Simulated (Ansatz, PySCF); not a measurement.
C₃H₄BFO, SMILES C1=C[C@@H](F)B1O.

The structure is a stationary point at PBE0-D3(BJ)/def2-SVP. The structure was generated by enumeration; whether it is a known compound was not checked. The values are those of a single conformer.

Vertical ionisation energy (IE) and electron affinity (EA) in eV. Rows of orbital energies are one-electron estimates. Where ΔSCF, EOM or ADC give a negative EA the extra electron is unbound and the value depends on the basis.

| level | IE | EA |
|---|---|---|
| −ε(HOMO), −ε(LUMO), CAM-B3LYP/def2-TZVP (PySCF) | 9.36 | -0.32 |
| −ε(HOMO), −ε(LUMO), PBE/def2-TZVP (PySCF) | 6.51 | 1.86 |
| ΔSCF, PBE0/def2-TZVPD (Ansatz), final states of multiplicity 2 and 2 | 10.17 | -0.71 |
| ΔSCF, PBE/def2-TZVPD (Ansatz), final states of multiplicity 2 and 2 | 9.82 | -0.53 |

Q: What vertical singlet–triplet gap does ΔSCF give with PBE0/def2-TZVPD (Ansatz, an electronic-structure program) and with PBE/def2-TZVPD (Ansatz)? (An estimate is asked for; the answer gives what the named calculation found.)

A: 4.26 and 4.31 eV (triplet above singlet where positive).
